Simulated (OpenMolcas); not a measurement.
An OpenMolcas run meant for I6+ (ANO-RCC-VTZP, X2C; inactive shells 1s 2s 2p 3s 3p 3d 4s 4p 4d; intended active space 1 electron in 4 orbitals (5s 5p)). One step of its input:

```
&RASSCF
FileOrb=start.orb
Symmetry=1
Spin=3
nActEl=1 0 0
Inactive=14 9
Ras2=1 3
CIRoot=1 1 1
SDav=1
CIMx=300
Iter=90 100
PrWF=0.3
OrbListing=Nothing
MaxOrb=0
Atom
CIOnly
>>> COPY $Project.JobIph JOB001
```

Lines from the output:

```
--- SEWARD ---
Basis set label: I.ANO-RCC...7S6P4D2F1G.

      Electronic valence basis set:
      ------------------
      Associated Effective Charge  53.000000 au
      Associated Actual Charge     53.000000 au
      Nuclear Model: Point charge

      Shell  nPrim  nBasis  Cartesian Spherical Contaminant
         s      22       7        X
         p      19       6        X
         d      13       4                 X
         f       5       2                 X
         g       3       1                 X
RX2C
                  Relativistic X2C integrals
                  Atomic mean-field integrals
--- RASSCF ---

 Nr of active orbitals     NAC=   4
 Spin degeneracy         ISPIN=   3
 There can be no such wave function.
 ************************************************
--- Stop Module: rasscf at  /rc=_RC_INPUT_ERROR_ ---
.####################.
.# User input error #.
.####################.
```

Question: What is wrong with the input?

Answer: The spin multiplicity does not fit the number of active electrons: an even count needs an odd multiplicity and the reverse.
